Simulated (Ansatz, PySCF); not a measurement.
Ge(OH)3(NH2) (GeH5NO3), SMILES [OH][Ge]([OH])([NH2])[OH]. Atoms are numbered in the order given.

```xyz
10

N      1.5200    -0.6765    -0.7542
Ge     0.0068    -0.0164    -0.0308
O      0.1111     1.5686     0.7419
O     -1.1122     0.0696    -1.3898
O     -0.5708    -1.0370     1.2928
H      1.6489    -0.4463    -1.7357
H      2.3785    -0.5107    -0.2375
H     -0.1409     1.5172     1.6722
H     -1.8374     0.6828    -1.2241
H     -0.5046    -1.9764     1.0852
```
Charge 0, spin multiplicity 1.

Geometry: ωB97X-D3(BJ)/def2-SVP. This is a generated structure with no PubChem entry under its InChIKey; it may be hypothetical. One conformer was computed; it need not be the lowest.

Two levels are set side by side: PBE-D3(BJ)/def2-SVP (Ansatz, a quantum-chemistry and plane-wave program) and ωB97X-D3(BJ)/def2-SVP (PySCF). Each level has its own optimised geometry; the coordinates shown are those of the second. Frequencies come from the Hessian of PySCF at each geometry. Differences are taken from unrounded values.

```json
[
 {"quantity": "mean bond length (Å)", "ωB97X-D3(BJ)": "1.336"},
 {"quantity": "bond N1–Ge2 (Å)", "ωB97X-D3(BJ)": "1.802"},
 {"quantity": "bond Ge2–O3 (Å)", "ωB97X-D3(BJ)": "1.766"},
 {"quantity": "bond Ge2–O4 (Å)", "ωB97X-D3(BJ)": "1.763"},
 {"quantity": "bond Ge2–O5 (Å)", "ωB97X-D3(BJ)": "1.768"},
 {"quantity": "bond N1–H6 (Å)", "ωB97X-D3(BJ)": "1.016"},
 {"quantity": "bond N1–H7 (Å)", "ωB97X-D3(BJ)": "1.016"},
 {"quantity": "bond O3–H8 (Å)", "ωB97X-D3(BJ)": "0.965"},
 {"quantity": "bond O4–H9 (Å)", "ωB97X-D3(BJ)": "0.964"},
 {"quantity": "bond O5–H10 (Å)", "ωB97X-D3(BJ)": "0.964"},
 {"quantity": "highest harmonic wavenumber (cm⁻¹)", "ωB97X-D3(BJ)": "3915"},
 {"quantity": "mean harmonic wavenumber (cm⁻¹)", "ωB97X-D3(BJ)": "1239"},
 {"quantity": "zero-point energy (kcal/mol)", "ωB97X-D3(BJ)": "42.53"}
]
```

What does PBE-D3(BJ) give, and how far is it from ωB97X-D3(BJ)? (The exact figures need the calculation; the answer reports its results.)


| quantity | PBE-D3(BJ) | PBE-D3(BJ) minus ωB97X-D3(BJ) |
|---|---|---|
| mean bond length (Å) | 1.353 | 0.017 |
| bond N1–Ge2 (Å) | 1.828 | 0.026 |
| bond Ge2–O3 (Å) | 1.791 | 0.025 |
| bond Ge2–O4 (Å) | 1.785 | 0.023 |
| bond Ge2–O5 (Å) | 1.792 | 0.023 |
| bond N1–H6 (Å) | 1.027 | 0.010 |
| bond N1–H7 (Å) | 1.026 | 0.010 |
| bond O3–H8 (Å) | 0.977 | 0.012 |
| bond O4–H9 (Å) | 0.975 | 0.011 |
| bond O5–H10 (Å) | 0.976 | 0.011 |
| highest harmonic wavenumber (cm⁻¹) | 3736 | -180 |
| mean harmonic wavenumber (cm⁻¹) | 1188 | -51 |
| zero-point energy (kcal/mol) | 40.77 | -1.76 |

Exact exchange shortens and stiffens bonds; PBE has none. Differences between two approximate levels are no errors against the true value.
